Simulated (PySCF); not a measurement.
**Unknown compound**

Molecular formula: C7H11N. Simulated spectra:

$^{1}$H NMR (600 MHz, computed): δ 8.77 (d, 1H), 7.18 (m, 1H), 6.98 (m, 1H), 6.15 (m, 1H), 6.05 (m, 1H), 3.65 (s, 3H), 2.03 (d, 3H).

$^{13}$C{$^{1}$H} NMR (computed): δ 162.7 (CH), 143.1 (CH), 136.7 (CH), 129.4 (CH), 120.3 (CH), 39.2 (CH3), 16.7 (CH3).

PySCF 2.14 calculation with shieldings: GIAO PBE0/pcSseg-1 and structure optimised with GFN2-xTB; one averaged value for each set of equivalent atoms, gas phase, no relativistic terms, one computed conformer.

Shifts are taken against calculated references (same method and geometry level): $^{1}$H, $^{13}$C against TMS.

Problem. Which candidate is it?
A. C\C=C/C=C\C=N/C
B. C=N[C@@]12CCC[C@@H]1C2
C. C(=C\[C@H]1CN1)/C1CC1

Solution. A. 

- The formula gives 3 degrees of unsaturation (no ring in the answer).
- 7 carbon signals for 7 carbons: no two carbons are equivalent.
- Carbon types of the structure: 5 × CH, 2 × CH3, which accounts for all hydrogens.
- δC 162.7: C=N carbon.
- δC 143.1, 136.7, 129.4, 120.3: alkene CH; an sp2 carbon of a C=C bond.
- δC 39.2: methyl carbon bonded to N; pulled downfield by the heteroatom.
- δC 16.7: allylic methyl carbon; a saturated carbon with 1 carbon neighbour and no heteroatom attached.
- δH 8.77: hydrogen on a C=N carbon.

The others: C(=C\[C@H]1CN1)/C1CC1 would give 10 signals for carbon-bound and other non-exchanging H, not 7; C=N[C@@]12CCC[C@@H]1C2 would give 11 signals for carbon-bound and other non-exchanging H, not 7.

Shifts are as computed. Against solution values, carbons near 30 ppm lie about +3 ppm off and those near 130 ppm about +5 ppm. Of 1211 compounds with measured shifts, 218 miss one by over three times the rms of a fit or turn the order of signals round; such compounds aren't used in these exercises. No couplings were computed; multiplicities are counted from neighbouring protons, with m where these are inequivalent, close in shift, in a saturated or five-membered ring or joined by F or P, and br s for small geminal =CH2 splittings.
